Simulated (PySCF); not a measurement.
Cobalt: a sound run and one with changed settings

Sound run: Co [Ar] 3d7 4s2, Co⁺ [Ar] 3d8. Calculation: PySCF 2.14, in x2c-SVPall; scalar relativity by spin-free X2C-1e. The sound run starts from symmetry-adapted Hartree-Fock orbitals and uses a fine grid where one is needed.

A second run was set up differently.

| species | method | sound run (hartree) | changed run (hartree) | converged |
| --- | --- | --- | --- | --- |
| Co | UHF | -1391.64018 | -1391.64018 | yes |
| Co | PBE | -1392.75723 | -1397.74703 | yes |
| Co | M06-L | -1392.92380 | -1399.84586 | no |
| Co⁺ | UHF | -1391.33719 | -1391.33719 | yes |
| Co⁺ | PBE | -1392.47746 | -1393.60089 | yes |
| Co⁺ | M06-L | -1392.65491 | -1395.01021 | yes |

Ionisation energy of Co:

```
method  sound run (eV)  changed run (eV)
   UHF           8.245             8.245
```

(1) What was changed?
A. all electrons correlated in a valence basis
B. angular grid far too coarse
C. basis contracted for another Hamiltonian
D. too few SCF iterations

Answers

(1) B. It used 6 angular points. A coarse angular grid integrates products of high-l functions wrongly, so density functionals can shift, and the SCF can exploit the error; Hartree-Fock and MP2 need no grid.
